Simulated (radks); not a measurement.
Q: Species: Si+. Configuration: [Ne] 3s2 3p1. All-electron calculation, Dirac Kohn-Sham, PBE, spin-unpolarised, spherical densities, point nucleus; open shells fill j = l - 1/2 first. Program: a radial shooting solver on a logarithmic mesh with Libxc functionals. Some entries of the table are withheld. Estimate them.

orbital,occ.,eigenvalue (eV),r(max) (bohr)
1s1/2,2,-1795.469,(1)
2s1/2,2,-148.9730,(2)
2p1/2,2,-105.4788,(3)
2p3/2,4,-104.8308,(4)
3s1/2,2,-19.0258,1.749
3p1/2,1,(5),2.022
3p3/2,0,(6),2.027

A: 
(1) 1s1/2 r(max) (bohr): 0.07261
(2) 2s1/2 r(max) (bohr): 0.4544
(3) 2p1/2 r(max) (bohr): 0.3867
(4) 2p3/2 r(max) (bohr): 0.3883
(5) 3p1/2 eigenvalue (eV): -11.6761
(6) 3p3/2 eigenvalue (eV): -11.6350
